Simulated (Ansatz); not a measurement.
`O=C[TeH]` + `C=[CH][GeH3]` → `C=[C]([GeH3])[TeH]` + `C=O`  (formal exchange of groups at a Te–C bond)

Gas-phase electronic energies from Ansatz, PBE0-D4/def2-TZVP geometries. CCSD(T)/CBS adds triple-zeta CCSD(T) − MP2 to the extrapolated MP2 energy (def2 sets, frozen cores). This one scheme is used for every species. Functionals use def2-TZVPP. Elements past krypton have def2 core potentials. For Ge, Te outer-core shells are correlated without core-valence functions, which leaves a few kJ/mol of doubt a bond. Scalar relativity is left out up to krypton.

CCSD(T)/CBS gives +0.19 eV.

Another level gave +0.26 eV. Which?
A. PBE0/def2-TZVPP
B. SCS-MP2/def2-TZVPP
C. PBE-D4/def2-TZVPP
D. ωB97M-V/def2-TZVPP

D. ωB97M-V 0.26, PBE-D4 0.43, SCS-MP2/def2-TZVPP 0.14, PBE0 0.38 eV.

Largest T1 diagnostic among the species: 0.016.

In def2-TZVPP, CCSD(T) changes the Hartree–Fock value by −0.05 eV (the triples alone add +0.01 eV) and MP2 by −0.11 eV. From PBE to PBE0 (25 % exact exchange), in def2-TZVPP and without D4, ΔE moves by −0.11 eV.
